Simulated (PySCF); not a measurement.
Gas-phase reaction: SnBr2 + 4 H ⇌ SnH2 + 2 HBr

Method: PySCF energies (xtb for GFN2) plus ideal-gas RRHO corrections (1 bar). † marks an energy on the PBE0/def2-TZVP geometry and frequencies; other levels use their own. CCSD(T) freezes the core. Open shells (unrestricted): H (multiplicity 2); the rest are closed-shell singlets. GFN2 has no spin-polarisation term. B3LYP is the form with VWN-RPA correlation. Sn: scalar-relativistic def2 core potential, no spin-orbit coupling. Br: all electrons, no relativistic terms. SnH2: computed as isolated molecules; such fragments, hydroxides, amides, oligomers or adducts are transient or little studied in the gas. CCSD(T) isn't extrapolated to the basis-set limit; its ΔH°(298 K) is -574.3 kJ in def2-SVP and -596.2 kJ in def2-TZVPP. The harmonic model lacks anharmonicity and excited electronic states, which grow with temperature; levels with a mode under 35 cm⁻¹ are left out. Soft modes under 120 cm⁻¹ make the harmonic entropy rough for SnBr2.

```csv
level,"ΔE electronic, kJ","ΔH°(298 K), kJ","ΔS°(298 K), J/K","ΔG°(1200 K), kJ"
B3LYP/def2-TZVP†,-631,-589,-161,-365
CCSD(T)/def2-SVP†,-616,-574,-161,-351
CCSD(T)/def2-TZVPP†,-638,-596,-161,-373
GFN2-xTB,-739,-704,-162,-481
HF/def2-TZVP†,-434,-392,-161,-168
PBE/def2-SVP,-579,-539,-162,-315
PBE0/def2-QZVP†,-589,-547,-161,-323
PBE0/def2-SVP†,-589,-547,-161,-324
r2SCAN/def2-TZVP†,-592,-550,-161,-326
LDA/def2-TZVP†,-661,-619,-161,-396
```
ΔH° is lowest at GFN2-xTB and highest at HF/def2-TZVP†. No reference value is set beside these.
